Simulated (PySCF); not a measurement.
C3H5Cl2F, SMILES C[C@@H](F)C(Cl)Cl.

Geometry: PBE0-D3(BJ)/def2-SVP. The structure was generated by enumeration; whether it is a known compound was not checked. Other conformers were not sampled.

Calculation: PySCF 2.14.0 with PBE0-D3(BJ)/def2-SVP.

Frequencies are harmonic and unscaled.

```csv
mode,ν (cm⁻¹),IR (km/mol),Raman (Å⁴/amu),depolarisation,moving atoms (share of kinetic energy)
1,80,0.7,0.2,0.74,"F 39 %, Cl 28 %, C 18 %, H 15 %"
2,200,0.3,0.5,0.74,"F 38 %, Cl 29 %, C 17 %, H 15 %"
3,213,0.2,1.0,0.73,"Cl 49 %, C 21 %, F 20 %, H 9 %"
4,237,0.0,0.5,0.75,"H 82 %, Cl 9 %"
5,281,1.7,2.8,0.65,"Cl 62 %, C 19 %, H 11 %"
6,349,0.3,3.1,0.31,"Cl 36 %, C 25 %, H 21 %, F 18 %"
7,482,15.8,3.7,0.30,"C 48 %, H 23 %, F 17 %, Cl 12 %"
8,605,22.1,5.4,0.23,"C 53 %, Cl 23 %, H 19 %"
9,746,9.1,5.4,0.01,"C 72 %, F 11 %, H 9 %"
10,796,98.3,6.4,0.72,"C 71 %, H 16 %, Cl 13 %"
11,883,18.6,2.3,0.71,"C 49 %, H 35 %, F 13 %"
12,962,10.1,3.7,0.48,"H 58 %, C 35 %"
13,1064,21.0,2.2,0.66,"H 59 %, C 34 %"
14,1137,15.4,2.9,0.44,"C 58 %, H 38 %"
15,1202,54.6,3.4,0.57,"C 49 %, H 37 %, F 14 %"
16,1228,20.7,4.5,0.75,"H 86 %, C 12 %"
17,1280,2.3,7.9,0.75,"H 75 %, C 24 %"
18,1352,5.6,0.9,0.75,"H 68 %, C 32 %"
19,1383,17.1,5.1,0.73,"H 75 %, C 24 %"
20,1405,25.0,3.1,0.46,"H 64 %, C 35 %"
21,1454,6.5,13.6,0.71,H 94 %
22,1469,3.0,8.9,0.75,H 93 %
23,3065,16.5,86.7,0.37,H 92 %
24,3074,5.1,134.7,0.01,H 97 %
25,3154,3.5,66.3,0.15,"H 92 %, C 8 %"
26,3177,6.4,71.5,0.74,"H 90 %, C 10 %"
27,3188,2.8,51.8,0.68,"H 90 %, C 10 %"
```
